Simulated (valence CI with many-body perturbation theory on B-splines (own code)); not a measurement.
E1 transitions of Pm LVII

Level of theory: configuration interaction combined with many-body perturbation theory (CI+MBPT): three valence electrons over a frozen Dirac-Fock core [He], radial functions for each j: 11 s, 11 p, 9 d, 7 f, 5 g, 2 h, 1 i, with the one-electron correlation potential Σ1, the two-electron term Σ2, the three-electron term Σ3, Breit, model QED; selected CI, second order for the rest (own B-spline code, finite nucleus).

The last digits are not significant, and no measured levels were compared; by estimate large intervals hold to a few tenths of a per cent, small ones and those within an open d or f shell to about a per cent.

Lines 1 to 50 of 280 in falling wavelength, among levels below 8150.3 eV, chosen from the strongest by gf and those to the six lowest levels. Wavelengths and rates use the calculated energies. Electric multipoles are in the length gauge, E1 and E2 with the static RPA response of the core. Weak lines are less certain than strong ones. Lines between different terms over intervals too small for the method are left out, as are lines whose strength nearly cancels. The highest levels of a list are the least certain.

Levels are named by their leading jj configuration (3d3/2^4 stands for four electrons in 3d with j = 3/2), which in mixed levels can hold well under half, so a name can repeat and another be missing. Letters in brackets count levels of one name in rising energy.

```
λ vac (nm)                          Upper                          Lower   A (s⁻¹)  S (a.u.) with core polarisation  S without
     13.28     (2s 2p3/2 3d5/2) J=7/2 [a]     (2s 2p3/2 3p3/2) J=5/2 [a]  6.82e+09                         6.30e-02   6.30e-02
     13.26         (2s 2p3/2 3d5/2) J=9/2         (2s 2p3/2 3p3/2) J=7/2  1.01e+10                         1.17e-01   1.17e-01
     13.16      (2p1/2 2p3/2 3d5/2) J=9/2      (2p1/2 2p3/2 3p3/2) J=7/2  1.19e+10                         1.34e-01   1.34e-01
     13.06     (2s 2p3/2 3d5/2) J=7/2 [b]     (2s 2p3/2 3p3/2) J=5/2 [b]  8.59e+09                         7.55e-02   7.55e-02
     13.05  (2p1/2 2p3/2 3d5/2) J=7/2 [a]  (2p1/2 2p3/2 3p3/2) J=5/2 [a]  1.10e+10                         9.64e-02   9.64e-02
     13.03  (2p1/2 2p3/2 3d5/2) J=7/2 [b]  (2p1/2 2p3/2 3p3/2) J=5/2 [b]  9.96e+09                         8.70e-02   8.70e-02
     13.03         (2s 2p1/2 3d5/2) J=7/2         (2s 2p1/2 3p3/2) J=5/2  1.11e+10                         9.71e-02   9.71e-02
     12.82          (2p1/2^2 3d5/2) J=5/2          (2p1/2^2 3p3/2) J=3/2  1.27e+10                         7.92e-02   7.92e-02
     12.72             (2s^2 3d5/2) J=5/2             (2s^2 3p3/2) J=3/2  9.64e+09                         5.88e-02   5.88e-02
     12.61     (2s 2p1/2 3d5/2) J=5/2 [a]     (2s 2p1/2 3p3/2) J=3/2 [a]  1.13e+10                         6.73e-02   6.73e-02
     12.13  (2p1/2 2p3/2 3d5/2) J=5/2 [a]  (2p1/2 2p3/2 3p3/2) J=3/2 [a]  9.92e+09                         5.25e-02   5.25e-02
     12.01     (2s 2p1/2 3d5/2) J=5/2 [b]     (2s 2p1/2 3p3/2) J=3/2 [b]  1.19e+10                         6.09e-02   6.09e-02
     9.006     (2s 2p1/2 2p3/2) J=3/2 [a]             (2s^2 2p3/2) J=3/2  5.83e+08                         8.41e-04   8.43e-04
     8.361      (2p1/2 2p3/2 3p3/2) J=7/2     (2s 2p3/2 3p3/2) J=5/2 [b]  1.63e+10                         3.76e-02   3.76e-02
     7.161         (2s 2p1/2 2p3/2) J=5/2             (2s^2 2p3/2) J=3/2  5.52e+09                         6.00e-03   6.01e-03
     6.285             (2s 2p1/2^2) J=1/2             (2s^2 2p1/2) J=1/2  1.40e+10                         3.44e-03   3.44e-03
     6.204      (2p1/2 2p3/2 3p3/2) J=7/2     (2s 2p3/2 3p3/2) J=5/2 [a]  3.10e+10                         2.93e-02   2.93e-02
     6.180          (2p1/2^2 3p3/2) J=3/2         (2s 2p1/2 3p3/2) J=1/2  7.82e+10                         3.64e-02   3.65e-02
     6.040  (2p1/2 2p3/2 3p3/2) J=3/2 [a]     (2s 2p3/2 3p3/2) J=3/2 [a]  6.06e+10                         2.64e-02   2.64e-02
     5.961  (2p1/2 2p3/2 3d3/2) J=5/2 [b]  (2p1/2 2p3/2 3p1/2) J=3/2 [b]  5.31e+10                         3.33e-02   3.33e-02
     5.923          (2p1/2^2 2p3/2) J=3/2         (2s 2p1/2 2p3/2) J=1/2  1.01e+10                         4.16e-03   4.17e-03
     5.814  (2p1/2 2p3/2 3d3/2) J=3/2 [b]  (2p1/2 2p3/2 3p1/2) J=3/2 [b]  7.10e+10                         2.75e-02   2.75e-02
     5.528     (2s 2p3/2 3d3/2) J=5/2 [a]         (2s 2p3/2 3p1/2) J=5/2  7.70e+10                         3.85e-02   3.86e-02
     5.469     (2s 2p3/2 3d3/2) J=5/2 [a]     (2s 2p3/2 3p1/2) J=3/2 [a]  4.93e+10                         2.39e-02   2.39e-02
     5.466         (2s 2p3/2 3d3/2) J=7/2         (2s 2p3/2 3p1/2) J=5/2  1.10e+11                         7.09e-02   7.09e-02
     5.438     (2s 2p3/2 3d3/2) J=5/2 [b]     (2s 2p3/2 3p1/2) J=3/2 [b]  1.28e+11                         6.10e-02   6.10e-02
     5.431     (2s 2p1/2 3d3/2) J=3/2 [a]     (2s 2p1/2 3p1/2) J=1/2 [a]  1.16e+11                         3.66e-02   3.66e-02
     5.402  (2p1/2 2p3/2 3d3/2) J=5/2 [a]  (2p1/2 2p3/2 3p1/2) J=3/2 [a]  8.27e+10                         3.86e-02   3.86e-02
     5.394         (2s 2p1/2 2p3/2) J=1/2             (2s^2 2p3/2) J=3/2  1.16e+10                         1.80e-03   1.80e-03
     5.387         (2s 2p1/2 3d3/2) J=5/2         (2s 2p1/2 3p1/2) J=3/2  1.12e+11                         5.18e-02   5.18e-02
     5.381     (2s 2p3/2 3d3/2) J=3/2 [a]     (2s 2p3/2 3p1/2) J=3/2 [a]  9.97e+10                         3.07e-02   3.07e-02
     5.378             (2s^2 3d3/2) J=3/2             (2s^2 3p1/2) J=1/2  1.24e+11                         3.81e-02   3.81e-02
     5.371     (2s 2p1/2 3p3/2) J=3/2 [b]        (2s 2p1/2 3s) J=1/2 [b]  1.04e+11                         3.18e-02   3.18e-02
     5.365     (2s 2p1/2 2p3/2) J=3/2 [b]             (2s^2 2p3/2) J=3/2  8.16e+09                         2.49e-03   2.49e-03
     5.331      (2p1/2 2p3/2 3d3/2) J=7/2      (2p1/2 2p3/2 3p1/2) J=5/2  8.67e+10                         5.19e-02   5.19e-02
     5.315     (2s 2p3/2 3d3/2) J=1/2 [a]     (2s 2p3/2 3p1/2) J=3/2 [a]  1.54e+11                         2.29e-02   2.29e-02
     5.303     (2s 2p3/2 3p3/2) J=3/2 [a]        (2s 2p3/2 3s) J=3/2 [a]  1.47e+11                         4.32e-02   4.32e-02
     5.282          (2p1/2^2 3d3/2) J=3/2          (2p1/2^2 3p1/2) J=1/2  8.92e+10                         2.60e-02   2.59e-02
     5.256     (2s 2p3/2 3p3/2) J=5/2 [b]        (2s 2p3/2 3s) J=3/2 [b]  2.05e+11                         8.79e-02   8.80e-02
     5.235  (2p1/2 2p3/2 3p3/2) J=5/2 [a]     (2p1/2 2p3/2 3s) J=3/2 [a]  1.69e+11                         7.18e-02   7.19e-02
     5.203         (2s 2p3/2 3p3/2) J=7/2            (2s 2p3/2 3s) J=5/2  2.10e+11                         1.17e-01   1.17e-01
     5.159      (2p1/2 2p3/2 3p3/2) J=7/2         (2p1/2 2p3/2 3s) J=5/2  1.38e+11                         7.46e-02   7.46e-02
     5.082         (2s 2p1/2 3p3/2) J=1/2        (2s 2p1/2 3s) J=1/2 [b]  1.92e+11                         2.49e-02   2.49e-02
     5.056  (2p1/2 2p3/2 3p3/2) J=3/2 [b]     (2p1/2 2p3/2 3s) J=3/2 [b]  1.05e+11                         2.68e-02   2.68e-02
     5.036     (2s 2p3/2 3p3/2) J=5/2 [a]        (2s 2p3/2 3s) J=3/2 [a]  1.04e+11                         3.93e-02   3.93e-02
     5.010     (2s 2p1/2 3p3/2) J=3/2 [a]        (2s 2p1/2 3s) J=1/2 [a]  2.20e+11                         5.46e-02   5.46e-02
     4.962             (2s^2 3p3/2) J=3/2                (2s^2 3s) J=1/2  2.46e+11                         5.92e-02   5.93e-02
     4.961     (2s 2p3/2 3p3/2) J=3/2 [b]        (2s 2p3/2 3s) J=3/2 [b]  1.06e+11                         2.56e-02   2.56e-02
     4.938     (2s 2p3/2 3p3/2) J=1/2 [a]        (2s 2p3/2 3s) J=3/2 [a]  2.30e+11                         2.73e-02   2.73e-02
     4.915         (2s 2p1/2 3p3/2) J=5/2            (2s 2p1/2 3s) J=3/2  2.18e+11                         7.66e-02   7.67e-02
```
